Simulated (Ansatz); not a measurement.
Compare A (`FC(F)N[SiH3]`) with its isomer B (`NC(F)(F)[SiH3]`).

Program: Ansatz. Geometries: PBE0-D4/def2-TZVP. ΔE: electronic, gas phase. CBS: MP2 limit from def2 TZ/QZ plus the TZ coupled-cluster correction, frozen cores. DFT in def2-TZVPP. B3LYP here is the variant with VWN-RPA as its local correlation; programs differ in this. Each species was taken in one conformer, which may not be the lowest.

(1) Which isomer does CCSD(T)/CBS put lower? Give the gap. (An estimate is asked.)

(2) Give E(B) − E(A) in kcal/mol with PBE-D4, MP2/def2-TZVPP, PBE0-D4, B3LYP-D4, B3LYP, r2SCAN-D4, ωB97M-V. (An estimate is asked.)

Largest T1 diagnostic: 0.012.

Results:

(1) The calculation gave: A, by 20.5 kcal/mol.

(2) Computed: PBE-D4 17.4, MP2/def2-TZVPP 22.4, PBE0-D4 19.4, B3LYP-D4 20.1, B3LYP 20.3, r2SCAN-D4 19.4, ωB97M-V 20.3. None reverses the order clearly.

In def2-TZVPP, CCSD(T) changes the Hartree–Fock value by −3.5 kcal/mol (the triples alone add −0.7 kcal/mol) and MP2 by −2.3 kcal/mol. From PBE to PBE0 (25 % exact exchange), in def2-TZVPP and without D4, E(B) − E(A) moves by +2.1 kcal/mol.
